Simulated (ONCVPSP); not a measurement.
# Eu, ONCV: configuration errors across variants

- Element: Eu (Z = 63)
- Generator: ONCVPSP 4.0.1
- Type: optimised norm-conserving Vanderbilt (ONCV)
- Functional: PBEsol
- Relativity: scalar-relativistic
- Frozen core: [Xe] 4f6
- Valence charge: 3
- Reference configuration: 5d1 6s1 (charge +1)
- Partial waves: 6s: rc 2.60 bohr, ncon 3, nbas 8, qcut 2.4 1/bohr, 2 projectors, debl 2.5 Ha; p scattering state at 0.34 Ha: rc 3.15 bohr, ncon 4, nbas 7, qcut 2.8 1/bohr, 2 projectors, debl 0.6 Ha; 5d: rc 3.25 bohr, ncon 4, nbas 9, qcut 5.6 1/bohr, 2 projectors, debl 2.3 Ha; f scattering state at 0.35 Ha: rc 3.30 bohr, ncon 4, nbas 7, qcut 3.5 1/bohr, 2 projectors, debl 0.9 Ha
- Local potential: polynomial inside 1.90 bohr (lpopt 4, dvloc0 2 Ha)
- Core correction: Teter function, fcfact 3.75, rcfact 1.05

In the p channel the program set the typed energies aside and used 0.050, 0.650 Ha.

All-electron excitation energies from the reference (eV): (1) 5d1 6s2 -6.579; (2) 5d1 6s0 11.882; (3) 5d1 6s1.5 -3.926.

5 further variants failed, have other tests or another functional or relativity, and are left out.

A true bound ghost makes a file unfit for plane-wave use even where its test errors are small: the radial tests pick states by their node count and pass the ghost by.

Errors AE − PS in meV (a dash: test not solved or not reliable):

```tsv
change	(1)	(2)	(3)	bound ghosts	GHOST(+) flags above zero
base	-1.5	+72	+0.9	p	s
local potential polynomial inside 1.90 bohr (lpopt 4, dvloc0 7 Ha)	-2.0	+72	+0.8	p	s
p: rc 4.48	-1.5	+72	+0.9	none	s, p
s: qcut 1.6; p: qcut 1.8; d: qcut 3.7; f: qcut 2.3	-0.3	+72	+1.3	none	s, p, f
d: nbas 7	-1.5	+72	+0.9	p	s
```

(1) Give the same row for: core correction Teter function, fcfact 2, rcfact 1.75.

## Answers

(1) -97, -168, -28; bound ghosts: p; GHOST(+) flags above zero: s.
